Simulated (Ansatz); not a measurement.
CH6O4Si (`OC[Si](O)(O)O`). The species carries charge 0 and has multiplicity 1. The geometry is a stationary point of PBE0-D4/def2-TZVP. It is one conformer, not always the lowest.

```xyz
12

O    -0.497    1.753   -1.232
C    -0.677    1.198    0.065
Si    0.157   -0.467    0.216
O    -0.433   -1.131    1.588
O    -0.233   -1.325   -1.128
O     1.799   -0.437    0.192
H    -0.699    1.065   -1.873
H    -1.743    1.108    0.322
H    -0.255    1.913    0.778
H    -0.178   -2.028    1.810
H     0.501   -1.689   -1.625
H     2.256    0.040    0.886
```

(1) What is the dipole moment at ωB97M-V/def2-TZVPP? (Best estimate.)

(2) And with PBE, r2SCAN, B3LYP? (Best estimate.)

(3) Give the Mulliken charges with ωB97M-V, B3LYP, PBE in def2-TZVPP. (Estimate.)

Results:

(1) The calculation gave: 2.57 D, with components (1.44, -1.85, 1.06) D in this frame, pointing from negative to positive charge.

(2) The calculation gave: PBE 2.42 D, r2SCAN 2.50 D, B3LYP 2.54 D.

(3) Computed: 
| atom | ωB97M-V | B3LYP | PBE |
| --- | --- | --- | --- |
| O1 | -0.33 | -0.35 | -0.32 |
| C2 | -0.14 | -0.08 | -0.09 |
| Si3 | 0.70 | 0.72 | 0.56 |
| O4 | -0.38 | -0.39 | -0.35 |
| O5 | -0.41 | -0.43 | -0.38 |
| O6 | -0.38 | -0.40 | -0.35 |
| H7 | 0.18 | 0.19 | 0.19 |
| H8 | 0.11 | 0.09 | 0.09 |
| H9 | 0.09 | 0.08 | 0.08 |
| H10 | 0.18 | 0.19 | 0.19 |
| H11 | 0.20 | 0.20 | 0.21 |
| H12 | 0.18 | 0.19 | 0.19 |

B3LYP here is the variant with VWN-RPA as its local correlation; programs differ in this.
